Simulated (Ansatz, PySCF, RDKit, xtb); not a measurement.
Pair of molecules: CH2O (SMILES C=O) (first 4 atoms) with CH5N (SMILES CN); geometry from B3LYP-D3(BJ)/def2-TZVP, rigid monomers moved along the line of their centres of mass till C1···N6 is 3.08 Å.
(charge 0, multiplicity 1):
```xyz
11

C      0.086     0.291     0.743
O     -0.328    -0.831     0.608
H      1.146     0.507     0.967
H     -0.556     1.178     0.601
C      0.262    -0.464     4.278
N     -0.230     0.814     3.759
H      1.352    -0.437     4.313
H     -0.024    -1.260     3.590
H     -0.106    -0.719     5.278
H      0.087     1.589     4.330
H     -1.243     0.835     3.760
```

Monomers are frozen at their geometry in the pair; levels with a basis set take the counterpoise correction. Rows marked so take none. RDKit's UFF carries no charges.

Rows in 3-21G carry no dispersion term and start afresh at each structure.

Codes used: Ansatz (Gaussian orbitals); PySCF for 3-21G rows, the dispersion terms; RDKit for the force fields; xtb for the GFN methods. 

**Question.** One of these levels gives -0.59 kcal/mol for the interaction energy. Which one is it?
(A) GFN1-xTB
(B) PBE-D4/def2-TZVPPD
(C) UFF
(D) B3LYP/3-21G (no counterpoise)

**Answer.** C, UFF. The others give -2.37 (GFN1-xTB), -4.45 (PBE-D4/def2-TZVPPD), -5.26 (B3LYP/3-21G (no counterpoise))

Ansatz is a quantum-chemistry and plane-wave program.
